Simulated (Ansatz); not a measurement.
Cost and result for the atomization energy of CH$_{6}$GeSi, SMILES `[CH2]1[SiH2][GeH2]1` (9 atoms, 9 bonds).

Cartesian coordinates in Å:
```
C 0.219 -0.990 -0.008
Si -0.471 0.375 -1.101
Ge 0.216 0.705 1.066
H -0.463 -1.766 0.330
H 1.199 -1.393 -0.253
H -1.911 0.303 -1.442
H 0.368 0.815 -2.241
H 1.606 1.242 1.409
H -0.762 0.710 2.241
```

The species carries charge 0 and has multiplicity 1. Correlated methods include outer-core shells of Ge, which these sets cover unevenly. Scalar relativity is left out up to krypton. All single points use the PBE0-D4/def2-TZVP geometry. Program: Ansatz. All runs use 4 threads of a server CPU on a shared host. Times are those of one run each, without the atoms' runs, and a repeat can differ threefold. Electronic energies, without spin–orbit coupling; frozen cores. CCSD(T)/CBS adds CCSD(T) − MP2 in def2-TZVPP to the MP2 limit, and its time is that of the two runs behind it. T1 = 0.012. With those shells the extrapolation isn't a true limit. B3LYP takes the VWN-RPA correlation (the form of Gaussian; ORCA's B3LYP/G).

CCSD(T)/CBS is a level of theory with its own doubt, some kJ/mol a heavy atom from the limit and from the frozen cores, so smaller differences don't rank the functionals.

```tsv
level	functions	wall time	atomization (kJ/mol)	difference from CCSD(T)/CBS	per bond
LDA (SPW92)/def2-TZVPP	205	1.6 s	3100.9	338.2	37.6
revPBE-D4/def2-TZVPP	205	2.4 s	2703.2	-59.5	-6.6
BLYP-D4/def2-TZVPP	205	2.6 s	2708.2	-54.5	-6.1
PBE-D4/def2-TZVPP (with forces)	205	3.2 s	2755.2	-7.5	-0.8
PBE0-D4/def2-TZVPP	205	3.6 s	2739.4	-23.3	-2.6
CCSD(T)/def2-SVP	94	4.1 s	2581.2	-181.5	-20.2
B3LYP-D4/def2-TZVPP (with forces)	205	5.5 s	2737.3	-25.4	-2.8
r2SCAN-D4/def2-TZVPP (with forces)	205	6.5 s	2764.2	1.5	0.2
r2SCANh-D4/def2-TZVPP	205	6.5 s	2754.0	-8.7	-1.0
ωB97X-V/def2-TZVPP	205	10 s	2771.7	9.0	1.0
MP2/def2-QZVPP	396	24 s	2726.4	-36.3	-4.0
CCSD(T)/def2-TZVPP	205	81 s	2700.3	-62.4	-6.9
CCSD(T)/CBS(def2)	–	100 s	2762.7	0.0	0.0
```

From r2SCAN to r2SCAN0 (25 % exact exchange), in def2-TZVPP and without D4, the atomization energy moves by −24.9 kJ/mol: exact exchange takes away binding that semilocal exchange gives to molecules. The D4 term adds +28.6 kJ/mol with B3LYP and +14.7 kJ/mol with PBE0; it sums over pairs of atoms, weighted by their polarisabilities, and B3LYP, whose exchange is more repulsive, gets the larger term. At CCSD(T), def2-SVP lies −181.4 kJ/mol from the extrapolated value and def2-TZVPP −62.3 kJ/mol: correlation converges slowly with the basis, and small sets miss more of it in the bonded molecule than in its fragments.
